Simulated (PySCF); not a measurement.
F₄OW, charge +1, multiplicity 2. Atoms are numbered in the order given.

```xyz
6

W      0.0000     0.0000    -0.0388
O      0.0000     0.0000     1.7958
F     -1.5936     0.0000    -0.9124
F      1.5936     0.0000    -0.9124
F      0.0000    -1.8167     0.2736
F      0.0000     1.8167     0.2736
```
Charge +1, spin multiplicity 2.

The structure is a stationary point at PBE-D3(BJ)/def2-SVP. The multiplicity is an assumed one; no other spin state was optimised. The isomer is the one that the SMILES or the coordinates give; other isomers of the formula were not compared. The def2 effective core potentials stand for the cores of W; spin–orbit coupling is left out.

Method: PBE-D3(BJ)/def2-SVP run with PySCF.

Frequencies are harmonic and unscaled.

```
mode  ν (cm⁻¹)  IR (km/mol)  moving atoms (share of kinetic energy)
----  --------  -----------  --------------------------------------
1          108          3.1                          F 68 %, O 30 %
2          163          0.0                                  F 99 %
3          169         11.9                  F 50 %, O 30 %, W 19 %
4          211         12.4                          F 78 %, W 20 %
5          217          5.9                  F 48 %, O 36 %, W 16 %
6          246          0.0                                 F 100 %
7          261          1.0                          F 62 %, O 38 %
8          631          0.6                          F 55 %, O 43 %
9          710         85.1                          F 84 %, W 14 %
10         758         50.7                                  F 93 %
11         775         93.7                          F 85 %, W 15 %
12         776          9.3                          O 48 %, F 47 %
```
